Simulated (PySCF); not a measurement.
S⁺: interval between two levels

S⁺ [Ne] 3s2 3p3 [4S3/2, M_J = 3/2] → S⁺ [Ne] 3s2 3p2 4s1 [4P5/2, M_J = 5/2], as a difference of total energies. Computed with PySCF 2.14 in x2c-TZVPall-2c with one added diffuse shell each of s, p type (6s7p2d1f, 44 functions), with the two-component X2C-1e Hamiltonian. Correlated levels: [Ne] frozen; the 6 highest virtual spinors dropped. "Screened" scales the spin-orbit matrix elements by Boettger's factors to mimic the two-electron term; Breit and QED terms are absent.

```json
{"method": "GHF (spin-free)", "interval between two levels (cm⁻¹)": "109050", "error (cm⁻¹)": "-1221"}
{"method": "GMP2 (spin-free)", "interval between two levels (cm⁻¹)": "110380", "error (cm⁻¹)": "+113"}
{"method": "GHF (screened spin-orbit)", "interval between two levels (cm⁻¹)": "109330", "error (cm⁻¹)": "-934"}
{"method": "GMP2 (screened spin-orbit)", "interval between two levels (cm⁻¹)": "110670", "error (cm⁻¹)": "+400"}
```

Reference: 110270 cm⁻¹ (measured; NIST Handbook of Basic Atomic Spectroscopic Data (Sansonetti and Martin, J. Phys. Chem. Ref. Data 34, 1559 (2005))).

Errors of the correlated levels include the incompleteness of this basis and the frozen core.

The labels give the starting determinants; with spin-orbit coupling the two ends relaxed to ⟨J²⟩ = 3.75, ⟨L²⟩ = 0.00, ⟨S²⟩ = 3.75 and ⟨J²⟩ = 8.76, ⟨L²⟩ = 2.02, ⟨S²⟩ = 3.75.
